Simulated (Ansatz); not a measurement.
A run for Ansatz (an electronic-structure program): U-B3LYP/cc-pVTZ on BrGeH3 (SMILES [GeH3][Br]), a point of a bond scan (R = 1.379 Å).

Ansatz 0.2 input:
```yaml
crystal:
  periodic: [false, false, false]
  atoms:
    - {symbol: Ge, position_ang: [-1.14560058, 0.04679150, 0.00463248]}
    - {symbol: Br, position_ang: [1.18424243, -0.04836981, -0.00478874]}
    - {symbol: H, position_ang: [-1.50050380, 1.34011872, -0.31822340]}
    - {symbol: H, position_ang: [-1.60695799, -0.33231658, 1.41625220]}
    - {symbol: H, position_ang: [-1.64237120, -0.95588990, -1.04278950]}
basis:
  gaussian:
    orbitals: cc-pVTZ
hamiltonian:
  xc: {name: B3LYP}
magnetization: {spin_polarized: true, initial_magnetization: 0}
```

It printed:

```
WARN ansatz: RAYON_NUM_THREADS=1 ignored (pool sized by the plan → 1); use --threads N
Functional definition: B3LYP
integrals: 0.06 GiB planned
998 factors; their error is unknown
mean field: 0.83 GiB planned
mean field evaluation 1: about -126617.8095 eV, gradient 1.2e1 eV
mean field evaluation 2: about -126618.1057 eV, gradient 9.3e0 eV
mean field evaluation 4: about -126618.2821 eV, gradient 4.0e-1 eV
mean field evaluation 8: about -126618.6237 eV, gradient 4.1e-2 eV
mean field -126618.62371623 eV, -4653.1485963857 hartree, gradient 3.5e-6 eV, S^2 0.000000; 0 other end points of the search recorded, 0 dependent functions left out
reference -126618.62393955 eV, -4653.1486045925 hartree; 35, 35 occupied and 93, 93 virtual orbitals, 998 factors
Total energy: -126618.62393955 eV, -4653.1486045925 hartree
```

The run converged.

Cost: around 5 core-seconds (rough).
